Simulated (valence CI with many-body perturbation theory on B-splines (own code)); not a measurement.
## Sb XLV: calculated level list

Method: valence CI with perturbative core correlation (CI+MBPT): five valence electrons over a frozen Dirac-Fock core [He], a basis of 11 s, 11 p, 10 d, 8 f, 5 g, 2 h functions for each j, with the one-electron correlation potential Σ1 (screened to all orders), the two-electron term Σ2, the three-electron term Σ3, Breit, model QED; selected single and double excitations, second order for the rest, scaled by the run's own slope (own B-spline code, finite nucleus).

The last digits are not significant, and no measured levels were compared; by estimate large intervals hold to a few tenths of a per cent, small ones and those within an open d or f shell to about a per cent. Among the levels kept, up to 7200 cm⁻¹ of a level comes from second order outside the variational space, and about a tenth of that is noise between levels of different J, which matters for small intervals.

Levels 46 to 90 of 200, with energies above the lowest level, (2s^2 2p1/2^2 2p3/2) J=3/2. "Leading %" is the weight of the configuration and term that name the level; weights of strongly mixed levels are sums over their largest components and can fall short, so below about 35 % the name and the second component can differ from the true leading terms, or belong to a minority configuration. In the jj column 3d3/2^4 stands for four electrons in 3d with j = 3/2.

| No. | Configuration | Term | J | E (eV) | Leading % | g | Second component | Leading jj |
| --- | --- | --- | --- | --- | --- | --- | --- | --- |
| 46 | 2s2 2p2 3d | 4P | 3/2 | 4538.6 | 15 | 1.533 | 14 % 2s 2p3 3p 6P | 2s^2 2p1/2 2p3/2 3d5/2 (55 %) |
| 47 | 2s2 2p2 3d | 2F | 5/2 | 4540.0 | 25 | 1.261 | 15 % 2s2 2p2 3d 4P | 2s^2 2p1/2 2p3/2 3d5/2 (62 %) |
| 48 | 2s2 2p2 3d | 4P | 1/2 | 4541.0 | 38 | 1.782 | 30 % 2s2 2p2 3d 2P | 2s^2 2p1/2 2p3/2 3d3/2 (97 %) |
| 49 | 2s 2p3 3s | 2P° | 3/2 | 4541.4 | 31 | 1.366 | 20 % 2s 2p3 3s 2D° | 2s 2p1/2^2 2p3/2 3s (96 %) |
| 50 | 2s2 2p2 3d | 2G | 9/2 | 4542.3 | 60 | 1.188 | 40 % 2s2 2p2 3d 4F | 2s^2 2p1/2 2p3/2 3d5/2 (99 %) |
| 51 | 2s2 2p2 3d | 4P | 3/2 | 4543.4 | 29 | 1.543 | 19 % 2s2 2p2 3d 2P | 2s^2 2p1/2 2p3/2 3d3/2 (37 %) |
| 52 | 2s2 2p2 3d | 2D | 5/2 | 4546.4 | 21 | 1.291 | 20 % 2s2 2p2 3d 4D | 2s 2p1/2^2 2p3/2 3p1/2 (42 %) |
| 53 | 2s2 2p2 3d | 2D | 5/2 | 4554.0 | 56 | 1.214 | 17 % 2s2 2p2 3d 2F | 2s^2 2p1/2 2p3/2 3d5/2 (81 %) |
| 54 | 2s2 2p2 3d | 2F | 7/2 | 4560.2 | 63 | 1.110 | 20 % 2s2 2p2 3d 2G | 2s^2 2p1/2 2p3/2 3d5/2 (93 %) |
| 55 | 2s2 2p2 3d | 2D | 3/2 | 4562.0 | 60 | 0.950 | 27 % 2s2 2p2 3d 2P | 2s^2 2p1/2 2p3/2 3d5/2 (98 %) |
| 56 | 2s2 2p2 3d | 2P | 1/2 | 4565.2 | 63 | 1.101 | 30 % 2s2 2p2 3d 2S | 2s^2 2p1/2 2p3/2 3d5/2 (97 %) |
| 57 | 2s2 2p2 3s | 4P | 5/2 | 4582.8 | 57 | 1.422 | 36 % 2s2 2p2 3s 2D | 2s^2 2p3/2^2 3s (93 %) |
| 58 | 2s2 2p2 3s | 2P | 3/2 | 4587.7 | 51 | 1.154 | 34 % 2s2 2p2 3s 2D | 2s^2 2p3/2^2 3s (94 %) |
| 59 | 2s 2p3 3p | 2P | 1/2 | 4596.9 | 32 | 1.126 | 23 % 2s 2p3 3p 4D | 2s 2p1/2^2 2p3/2 3p1/2 (93 %) |
| 60 | 2s 2p3 3p | 2D | 3/2 | 4598.9 | 30 | 0.948 | 26 % 2s 2p3 3p 4F | 2s 2p1/2^2 2p3/2 3p1/2 (94 %) |
| 61 | 2s 2p3 3p | 4D | 7/2 | 4614.2 | 44 | 1.483 | 38 % 2s 2p3 3p 6P | 2s 2p1/2^2 2p3/2 3p3/2 (95 %) |
| 62 | 2s 2p3 3p | 4P | 3/2 | 4621.0 | 36 | 1.578 | 23 % 2s 2p3 3p 2P | 2s 2p1/2^2 2p3/2 3p3/2 (96 %) |
| 63 | 2s2 2p2 3s | 2S | 1/2 | 4621.9 | 68 | 1.963 | 18 % 2s2 2p2 3s 4P | 2s^2 2p3/2^2 3s (96 %) |
| 64 | 2s 2p3 3p | 4P | 5/2 | 4631.9 | 37 | 1.452 | 22 % 2s 2p3 3p 2D | 2s 2p1/2^2 2p3/2 3p3/2 (94 %) |
| 65 | 2s 2p3 3p | 4P | 1/2 | 4635.9 | 37 | 1.665 | 28 % 2s 2p3 3p 2P | 2s 2p1/2^2 2p3/2 3p3/2 (93 %) |
| 66 | 2s2 2p2 3p | 2P° | 3/2 | 4653.2 | 26 | 1.430 | 23 % 2s2 2p2 3p 4P° | 2s^2 2p3/2^2 3p1/2 (96 %) |
| 67 | 2s2 2p2 3p | 2D° | 5/2 | 4656.6 | 42 | 1.180 | 25 % 2s2 2p2 3p 2F° | 2s^2 2p3/2^2 3p1/2 (97 %) |
| 68 | 2s 2p3 3p | 2D | 5/2 | 4676.7 | 27 | 1.241 | 16 % 2s 2p3 3p 4P | 2s 2p1/2^2 2p3/2 3p3/2 (97 %) |
| 69 | 2s 2p3 3d | 4D° | 5/2 | 4679.4 | 30 | 1.323 | 28 % 2s 2p3 3d 6D° | 2s 2p1/2^2 2p3/2 3d3/2 (94 %) |
| 70 | 2s 2p3 3d | 6D° | 3/2 | 4682.0 | 35 | 1.461 | 19 % 2s 2p3 3d 4P° | 2s 2p1/2^2 2p3/2 3d3/2 (95 %) |
| 71 | 2s 2p3 3d | 6D° | 7/2 | 4682.9 | 29 | 1.326 | 23 % 2s 2p3 3d 4F° | 2s 2p1/2^2 2p3/2 3d3/2 (80 %) |
| 72 | 2s 2p3 3d | 4P° | 1/2 | 4683.3 | 42 | 2.512 | 39 % 2s 2p3 3d 6D° | 2s 2p1/2^2 2p3/2 3d3/2 (95 %) |
| 73 | 2s 2p3 3p | 2P | 3/2 | 4686.0 | 27 | 1.212 | 18 % 2s 2p3 3p 4D | 2s 2p1/2^2 2p3/2 3p3/2 (96 %) |
| 74 | 2s 2p3 3p | 4P | 1/2 | 4689.7 | 46 | 1.807 | 14 % 2s 2p3 3p 2S | 2s 2p1/2^2 2p3/2 3p3/2 (96 %) |
| 75 | 2s2 2p2 3p | 2P° | 1/2 | 4691.3 | 72 | 0.692 | 16 % 2s2 2p2 3p 4D° | 2s^2 2p3/2^2 3p1/2 (92 %) |
| 76 | 2s 2p3 3d | 4F° | 9/2 | 4697.2 | 45 | 1.376 | 38 % 2s 2p3 3d 6D° | 2s 2p1/2^2 2p3/2 3d5/2 (96 %) |
| 77 | 2s 2p3 3s | 6S° | 5/2 | 4711.5 | 19 | 1.450 | 16 % 2s 2p3 3s 4D° | 2s 2p1/2^2 2p3/2 3d5/2 (49 %) |
| 78 | 2s2 2p2 3p | 2D° | 5/2 | 4714.8 | 22 | 1.372 | 15 % 2s2 2p2 3p 4P° | 2s^2 2p3/2^2 3p3/2 (42 %) |
| 79 | 2s 2p3 3d | 4D° | 3/2 | 4716.0 | 31 | 1.085 | 15 % 2s 2p3 3d 2D° | 2s 2p1/2^2 2p3/2 3d5/2 (76 %) |
| 80 | 2s2 2p2 3p | 4D° | 7/2 | 4716.2 | 51 | 1.314 | 34 % 2s2 2p2 3p 2F° | 2s^2 2p3/2^2 3p3/2 (85 %) |
| 81 | 2s2 2p2 3p | 2P° | 1/2 | 4720.5 | 61 | 1.199 | 25 % 2s2 2p2 3p 2S° | 2s^2 2p3/2^2 3p3/2 (92 %) |
| 82 | 2s 2p3 3s | 4D° | 5/2 | 4721.2 | 22 | 1.444 | 17 % 2s2 2p2 3p 4P° | 2s^2 2p3/2^2 3p3/2 (48 %) |
| 83 | 2s 2p3 3d | 4D° | 7/2 | 4721.7 | 41 | 1.278 | 27 % 2s 2p3 3d 2F° | 2s 2p1/2^2 2p3/2 3d5/2 (76 %) |
| 84 | 2s 2p3 3d | 4D° | 1/2 | 4732.1 | 56 | 0.550 | 24 % 2s 2p3 3d 2P° | 2s 2p1/2^2 2p3/2 3d5/2 (86 %) |
| 85 | 2s 2p3 3s | 4S° | 3/2 | 4732.6 | 42 | 1.438 | 27 % 2s 2p3 3s 4D° | 2s 2p1/2 2p3/2^2 3s (90 %) |
| 86 | 2s 2p3 3d | 2F° | 5/2 | 4741.4 | 31 | 0.910 | 28 % 2s 2p3 3d 4G° | 2s 2p1/2^2 2p3/2 3d3/2 (97 %) |
| 87 | 2s 2p3 3d | 2D° | 3/2 | 4745.9 | 37 | 0.959 | 16 % 2s 2p3 3d 2P° | 2s 2p1/2^2 2p3/2 3d3/2 (76 %) |
| 88 | 2s 2p3 3d | 2P° | 1/2 | 4749.6 | 50 | 0.624 | 16 % 2s 2p3 3d 4D° | 2s 2p1/2^2 2p3/2 3d3/2 (88 %) |
| 89 | 2s2 2p2 3p | 2P° | 3/2 | 4750.8 | 59 | 1.314 | 11 % 2s2 2p2 3p 2D° | 2s^2 2p3/2^2 3p3/2 (90 %) |
| 90 | 2s 2p3 3s | 4D° | 7/2 | 4752.2 | 84 | 1.387 | 7 % 2s2 2p2 3p 4D° | 2s 2p1/2 2p3/2^2 3s (84 %) |
